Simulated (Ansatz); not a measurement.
How methods differ on C2H6BFO (SMILES COB(C)F)

The species is C2H6BFO (11 atoms), meant as a singlet with charge 0. SMILES: `COB(C)F`. Geometry: relaxed at PBE0-D4/def2-TZVP. This is one conformer, not always the lowest.

```xyz
11

C    -1.3644    0.7111    0.5385
O    -0.2410    1.2278   -0.1353
B     0.8186    0.4827   -0.5089
C     0.9932   -1.0579   -0.2706
F     1.7792    1.1652   -1.1360
H    -1.4585    1.2071    1.5069
H    -2.2591    0.9243   -0.0500
H    -1.2940   -0.3677    0.6981
H     0.9476   -1.3070    0.7940
H     1.9474   -1.4128   -0.6601
H     0.1963   -1.6298   -0.7560
```

Each level gives the energy change with the O2–B3 bond stretched from 1.348 to 2.427 Å (eV). The values are calculated.

```tsv
level	kind	program	value (eV)
HF/def2-SVP (restricted)	Hartree–Fock	Ansatz	5.94
BLYP/def2-SVP (restricted)	GGA	Ansatz	4.47
PBE/def2-SVP (restricted)	GGA	Ansatz	4.63
revPBE/def2-SVP (restricted)	GGA	Ansatz	4.43
BHLYP/def2-SVP (restricted)	global hybrid	Ansatz	5.59
PBE0/def2-SVP (restricted)	global hybrid	Ansatz	5.20
B2PLYP/def2-SVP (restricted)	double hybrid	Ansatz	5.08
MP2/def2-SVP (restricted)	perturbation theory	Ansatz	5.27
```

The first shape isn't each level's own minimum. The values span 4.43 to 5.94 eV.
